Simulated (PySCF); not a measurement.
A calculated (UHF, PySCF 2.14, def2-SVP, no relativity, point nucleus) atom or ion has these occupied shells.

| shell | electrons | orbital energy (eV) | rms radius, mean of both spins (bohr) |
| --- | --- | --- | --- |
| 1s α | 1 | -5002.9 | 0.0813 |
| 1s β | 1 | -5002.9 | 0.0813 |
| 2s α | 1 | -599.18 | 0.353 |
| 2s β | 1 | -598.21 | 0.353 |
| 2p α | 3 | -500.60 | 0.321 |
| 2p β | 3 | -499.62 | 0.321 |
| 3s α | 1 | -95.605 | 1.09 |
| 3s β | 1 | -92.010 | 1.09 |
| 3p α | 3 | -66.888 | 1.18 |
| 3p β | 3 | -62.448 | 1.18 |
| 3d α | 2 | -28.008 | 1.56 |

**Question.** Name the element and its charge.

**Answer.** Ti²⁺ (titanium, charge +2), in [Ar] 3d2, high-spin 3F determinant.
